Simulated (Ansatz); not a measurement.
Mulliken charges of FH$_{3}$O$_{2}$SeSi, SMILES `O[Si](O)(F)[SeH]` from PBE/def2-TZVPP in Ansatz (PBE0-D4/def2-TZVP geometry).

```tsv
atom	x (Å)	y (Å)	z (Å)	charge (e)
O1	-0.116	1.501	-0.372	-0.336
Si2	0.179	-0.083	-0.140	0.638
O3	1.776	-0.224	0.081	-0.335
F4	-0.299	-0.896	-1.420	-0.257
Se5	-0.896	-0.995	1.625	-0.182
H6	-1.025	1.802	-0.363	0.198
H7	2.321	0.513	-0.204	0.201
H8	-1.847	-1.675	0.738	0.073
```

Q: By hand: the dipole of these point charges (1 e Å = 4.8032 D).

A: Σ q r = (-0.073, 0.267, 0.019) e Å, of length 0.277 e Å = 1.33 D.

Q: How does the dipole of the full density compare? (An estimate is asked.)

A: Ansatz gave: (-0.137, 0.336, -0.040) e Å, 1.75 D; the point charges give 0.76 times that, at 12° from its direction.

Point charges leave out the atoms' own dipoles, such as those of lone pairs, and Mulliken's split depends on the basis, so the two needn't agree.
